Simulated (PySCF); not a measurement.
Trend along group 11: MP molecules

MP2 with triple-zeta basis sets in PySCF, for the lowest determinant that a PBE0 search found; no spin–orbit coupling. De refers to high-spin ground-configuration atoms.

```csv
M,basis,"reference, frozen orbitals",state (unpaired electrons),Re (Å),ωe (cm⁻¹),De (eV)
Cu,def2-TZVPP,"UHF, 10",triplet (π ↑↑),2.127,364,n/a
Ag,x2c-TZVPPall,"UHF, 19",triplet (π ↑↑),2.295,312,n/a
Au,def2-TZVPP,"UHF, 5",triplet (π ↑↑),2.167,409,n/a
```

The shortest bond is that of CuP (2.127 Å), the longest that of AgP (2.295 Å).

The rows differ in basis set, which adds steps of its own.

Down a group the atoms grow and get heavier, so bonds lengthen and wavenumbers fall; the exceptions here are the shorter bond at Au and the higher wavenumber at Au. Relativity and the filled 4f shell contract the atoms of the sixth period.

Correlated steps freeze the inner cores (5 to 19 orbitals); shallow outer-core shells are correlated. These are scalar-relativistic numbers at best; spin–orbit coupling would shift them, the dissociation energy most. The state is the lowest single determinant that the PBE0 search found; with open d or f shells the true ground state can be another one.
